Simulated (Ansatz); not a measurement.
Species, as SMILES: [GeH] (GeH), doublet.
Atoms: Ge1, H2. Bonds: Ge1-H2.

Basis-set convergence of the highest harmonic wavenumber at PBE with Ansatz (a program for electronic structure). Each level at its own minimum, finite differences of forces, unscaled; the reference is a large set that could be run, not a limit. Cartesian d functions, on some or all atoms, in 3-21G, 6-31G, 6-31G*, 6-31G**; all else is spherical. The program fits the integrals of some runs and decomposes those of others, by size. Open shells are unrestricted. No added dispersion term, no relativity. Reference: the value in def2-QZVPPD, 1821 cm⁻¹, itself unsure by roughly 2 cm⁻¹ (its mean distance from pcseg-3, def2-QZVPP, cc-pVQZ). Deviations are taken from unrounded values.

| basis | functions | highest harmonic wavenumber (cm⁻¹) | minus reference (cm⁻¹) |
|---|---|---|---|
| pcseg-0 | 24 | 1641 | -180 |
| 3-21G | 25 | 1745 | -77 |
| 6-31G | 31 | 1719 | -102 |
| pcseg-1 | 32 | 1823 | 1 |
| def2-SV(P) | 34 | 1833 | 12 |
| 6-31G* | 37 | 1803 | -19 |
| def2-SVP | 37 | 1832 | 10 |
| 6-31G** | 40 | 1811 | -10 |
| 6-311G** | 50 | 1822 | 1 |
| def2-TZVP | 54 | 1830 | 8 |
| pcseg-2 | 57 | 1815 | -6 |
| def2-TZVPP | 62 | 1823 | 2 |
| pcseg-3 | 101 | 1819 | -2 |
| def2-QZVP | 105 | 1821 | 0 |
| def2-QZVPP | 119 | 1822 | 0 |

The smallest set listed that lies within 50 cm⁻¹ of the reference with all its larger relatives (same family, alike in diffuse functions; a set with none counts only in the reference's own line) is pcseg-1 (32 functions, 1 cm⁻¹ off).
